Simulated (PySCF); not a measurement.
PySCF input file for Be(I)(OH) (BeHIO), SMILES [OH][Be][I], IEF-PCM-PBE0/def2-SVP. The structure is a stationary point at r2SCAN-D4/def2-TZVP. The def2 effective core potentials stand for the cores of I; spin–orbit coupling is left out. One conformer was computed; it need not be the lowest.

```python
import numpy as np
from pyscf import gto, scf, dft
from pyscf.solvent import pcm

mol = gto.M(
    atom='''
    Be    0.00879158   -1.55155784   -0.00000000
    I    -0.00233662    0.63251519    0.00000000
    O     0.08158016   -2.95738152    0.00000000
    H    -0.56396687   -3.65802176    0.00000000
    ''',
    basis='def2-SVP',
    ecp={'I': 'def2-svp'},
    charge=0,
    spin=0,
    max_memory=1600,
    verbose=3,
)
mf = dft.RKS(mol, xc='pbe0').density_fit(auxbasis='def2-universal-jkfit')
mf.grids.level = 3
mf.conv_tol = 1e-9
mf.max_cycle = 100
mf.kernel()
res = {}
for name, eps in {'water': 78.355, 'diethylether': 4.24, 'chloroform': 4.7113}.items():
    s = mf.PCM()
    s.with_solvent.method, s.with_solvent.eps, s.with_solvent.lebedev_order = 'IEF-PCM', eps, 29
    s.kernel(mf.make_rdm1())
    res[name] = (s.e_tot, eps, s.dip_moment(), s.mo_energy, s.converged)
    print(f'{name}: electrostatic solvation free energy {(s.e_tot - mf.e_tot) * 627.509474:.3f} kcal/mol')
```

Log of the run:

```
converged SCF energy = -388.218784694703

WARN: PCM is an experimental feature. It is still in testing.
Features and APIs may be changed in the future.

converged SCF energy = -388.228986667032
Dipole moment(X, Y, Z, Debye): -1.46747, -2.32815,  0.00000
water: electrostatic solvation free energy -6.402 kcal/mol

WARN: PCM is an experimental feature. It is still in testing.
Features and APIs may be changed in the future.

converged SCF energy = -388.22562413117
Dipole moment(X, Y, Z, Debye): -1.38458, -2.11625, -0.00000
diethylether: electrostatic solvation free energy -4.292 kcal/mol

WARN: PCM is an experimental feature. It is still in testing.
Features and APIs may be changed in the future.

converged SCF energy = -388.225935775282
Dipole moment(X, Y, Z, Debye): -1.39188, -2.13570,  0.00000
chloroform: electrostatic solvation free energy -4.487 kcal/mol
```

The run converged.

Cost: around 20 core-seconds (rough).
